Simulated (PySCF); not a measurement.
CH5N2, charge +1.

```xyz
8

N      0.0000     1.1582    -0.1743
C      0.0000     0.0000     0.4243
N      0.0000    -1.1582    -0.1743
H      0.0000     1.2585    -1.1797
H      0.0000     2.0062     0.3717
H      0.0000     0.0000     1.5099
H      0.0000    -1.2585    -1.1797
H      0.0000    -2.0062     0.3717
```
Charge +1, spin multiplicity 1.

Coordinates come from a PBE0-D3(BJ)/def2-TZVP optimisation. The values are those of a single conformer.

Calculation: PySCF with PBE/pcSseg-2. Non-relativistic, no solvent.

Q: Give the absolute GIAO shielding of each atom: isotropic value and principal components (ppm). (An estimate is asked for; the answer gives what the named calculation found.)

A: 
```
atom  σ(iso)    σ11    σ22    σ33   span
----  ------  -----  -----  -----  -----
N1     134.4   37.2  171.7  194.4  157.2
C2      21.6  -62.7   -5.8  133.2  195.8
N3     134.4   37.2  171.7  194.4  157.2
H4      25.4   21.2   23.6   31.4   10.2
H5      25.0   20.8   22.9   31.5   10.7
H6      23.8   21.1   24.8   25.7    4.7
H7      25.4   21.2   23.6   31.4   10.2
H8      25.0   20.8   22.9   31.5   10.7
```
